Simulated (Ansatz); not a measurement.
Molecule: C6H11, charge -1, multiplicity 1. It need not be the lowest isomer of its formula. Whether it binds its extra electron was not tested at this geometry. 
Coordinates optimised at B3LYP-D3(BJ)/def2-TZVP (Ansatz, a quantum-chemistry and plane-wave program):
```
C
C 1 1.3883
C 2 1.3904 1 130.52
H 3 1.0834 2 120.75 1 -175.71
H 3 1.0842 4 117.05 2 -179.60
H 2 1.0955 1 114.40 3 -179.61
C 1 1.4925 2 122.05 6 4.31
H 7 1.0981 1 109.16 2 -14.69
H 7 1.1100 8 105.89 1 120.33
C 1 1.4977 2 119.63 6 -176.34
H 10 1.0995 1 111.44 2 162.24
H 10 1.1029 11 107.53 1 121.91
H 10 1.1072 11 106.28 12 112.13
C 7 1.5456 8 107.70 9 113.16
H 14 1.0937 7 110.23 8 61.38
H 14 1.0940 15 107.44 7 -120.51
H 14 1.1014 15 108.62 16 -116.23
```
Charge -1, spin multiplicity 1.

Basis-set convergence of Hartree-Fock and CCSD correlation energies (hartree) with Ansatz. Cores are frozen in the correlated levels unless marked. No spin-orbit coupling. No relativistic terms.

```csv
basis,functions,E(HF),"E(corr, CCSD)"
aug-cc-pVDZ,237,-233.55289,-0.97439
aug-cc-pVTZ,529,…,…
```

**Question.** Some entries are withheld; supply them.

**Answer.** 
- aug-cc-pVTZ, E(HF): -233.60970
- aug-cc-pVTZ, E(corr, CCSD): -1.12568
